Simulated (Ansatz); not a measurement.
Job for Ansatz (a first-principles code): R-CCSD(T)/cc-pVTZ on BH3O3 (SMILES OB(O)O), a point of a torsion scan.

Ansatz 0.2 input:
```yaml
crystal:
  periodic: [false, false, false]
  atoms:
    - {symbol: O, position_ang: [-1.30442372, -0.79330461, 0.31545352]}
    - {symbol: B, position_ang: [-0.07584003, -0.27570073, 0.08090416]}
    - {symbol: O, position_ang: [0.02536167, 1.02912367, -0.32444698]}
    - {symbol: O, position_ang: [0.99433272, -1.05200615, 0.38948514]}
    - {symbol: H, position_ang: [-1.98579350, -0.52473415, -0.29687291]}
    - {symbol: H, position_ang: [0.90386852, 1.38800644, -0.43744500]}
    - {symbol: H, position_ang: [1.85680723, -0.64120851, 0.35571628]}
basis:
  gaussian:
    orbitals: cc-pVTZ
magnetization: {spin_polarized: false}
correlation: {method: ccsd_t, electrons: outside_noble_gas}
scf: {lower_state_search: off}
```

### Question
Predict the final total energy.

### Answer
-252.1441 hartree (reference determinant -251.2896, T1 diagnostic 0.011).

### Question
How many basis functions does it have, and what does it roughly cost on one machine?

### Answer
162 functions; very roughly 40 core-seconds.
